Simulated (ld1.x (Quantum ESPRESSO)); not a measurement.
**sulfur (S): excitation energies, all-electron against ultrasoft**

```json
{
 "Element": "S (Z = 16)",
 "Generator": "ld1.x (Quantum ESPRESSO) 7.5",
 "Type": "ultrasoft",
 "Functional": "LDA (PZ)",
 "Relativity": "scalar-relativistic",
 "Frozen core": "[Ne]",
 "Valence charge": "6",
 "Reference configuration": "3s1.5 3p4.5",
 "Partial waves": "3s (bound): rcut 0.95, rcutus 1.25 bohr; 3s channel at 2.85 Ry: rcut 0.95, rcutus 1.25 bohr; 3p (bound): rcut 0.95, rcutus 1.20 bohr; 3p channel at 0.25 Ry: rcut 0.95, rcutus 1.20 bohr; 3d channel at 0.15 Ry: rcut 0.75, rcutus 1.00 bohr",
 "Local potential": "all-electron potential smoothed inside 1.15 bohr (lloc = -2)",
 "Core correction": "a·sin(br)/r model core inside 0.45 bohr",
 "Augmentation charge": "built from norm-conserving waves at rcut, not smoothed further"
}
```

Energies are relative to the spin-unpolarised reference configuration 3s1.5 3p4.5; without spin polarisation the order of configurations can differ from experiment. Spin-polarised rows fill each open shell by Hund’s rule, majority spin first.

(1) Give the all-electron excitation energy and the error of the potential for: 3s2 3p4; 3s2 3p3; 3s2 3p2; 3s1 3p5; 3s0 3p6; 3s2 3p0; 3s2 3p3.5; 3s1.5 3p4.5 (spin-polarised); 3s2 3p4 (spin-polarised).

Levels in the configuration 3s2 3p2:

```csv
level,all-electron (eV),pseudo (eV)
3s,-39.399,-39.399
3p,-28.076,-28.070
```

## Answers

(1)

```json
{"valence configuration": "3s2 3p4", "charge": "0", "ΔE all-electron (eV)": "-5.103", "error AE − PS (meV)": "+0.1"}
{"valence configuration": "3s2 3p3", "charge": "+1", "ΔE all-electron (eV)": "6.759", "error AE − PS (meV)": "+0.6"}
{"valence configuration": "3s2 3p2", "charge": "+2", "ΔE all-electron (eV)": "29.133", "error AE − PS (meV)": "+3.3"}
{"valence configuration": "3s1 3p5", "charge": "0", "ΔE all-electron (eV)": "5.136", "error AE − PS (meV)": "-0.4"}
{"valence configuration": "3s0 3p6", "charge": "0", "ΔE all-electron (eV)": "15.503", "error AE − PS (meV)": "-1.6"}
{"valence configuration": "3s2 3p0", "charge": "+4", "ΔE all-electron (eV)": "110.273", "error AE − PS (meV)": "+27"}
{"valence configuration": "3s2 3p3.5", "charge": "+0.5", "ΔE all-electron (eV)": "-0.394", "error AE − PS (meV)": "+0.2"}
{"valence configuration": "3s1.5 3p4.5 (spin-polarised)", "charge": "0", "ΔE all-electron (eV)": "-0.775", "error AE − PS (meV)": "-3.5"}
{"valence configuration": "3s2 3p4 (spin-polarised)", "charge": "0", "ΔE all-electron (eV)": "-5.809", "error AE − PS (meV)": "-3.4"}
```
